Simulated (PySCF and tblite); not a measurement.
Values are calculated unless marked as measured or tabulated.
C5H10O2, numbered as in [CH3:1][CH:2]1[CH2:3][O:4][CH2:5][O:6][CH2:7]1.

Free energies: PBE0-D3(BJ)/def2-TZVP on PBE0-D3(BJ)/def2-SVP structures plus GFN2-xTB thermal terms, symmetry and mirror images included. Conformers within 4 kcal/mol (GFN2-xTB free energy) were kept, 7 at most. Programs: PySCF with density fitting and tblite.

The 6-ring runs over atoms 2–3–4–5–6–7. Of a mirror pair one member is shown.

```tsv
conformer	shape	symmetry
1	6-ring twist-boat (ring torsions -68, 35, 33, -69, 34, 29°)	C1 (pair)
2	6-ring twist-boat (ring torsions -30, -32, 68, -34, -25, 59°)	C1 (pair)
3	6-ring chair (all substituents equatorial)	Cs
4	6-ring chair (C1 axial)	Cs
```

Which of these conformers is the most populated at 298.15 K, and with what share?

Conformer 3, about 85 %.

Give the DFT energies and free energies relative to the lowest, and all weights.


| conformer | shape | E(DFT) kcal/mol | G(298.15 K) kcal/mol | weight % |
| --- | --- | --- | --- | --- |
| 1 | 6-ring twist-boat (ring torsions -68, 35, 33, -69, 34, 29°) | 5.64 | 4.93 | 0.0 |
| 2 | 6-ring twist-boat (ring torsions -30, -32, 68, -34, -25, 59°) | 6.23 | 5.36 | 0.0 |
| 3 | 6-ring chair (all substituents equatorial) | 0.00 | 0.00 | 84.6 |
| 4 | 6-ring chair (C1 axial) | 0.94 | 1.01 | 15.4 |

How does its share change from 200 K to 400 K?

From 92 % to 78 %; the mixing entropy goes from 0.54 to 1.08 cal/(mol K).
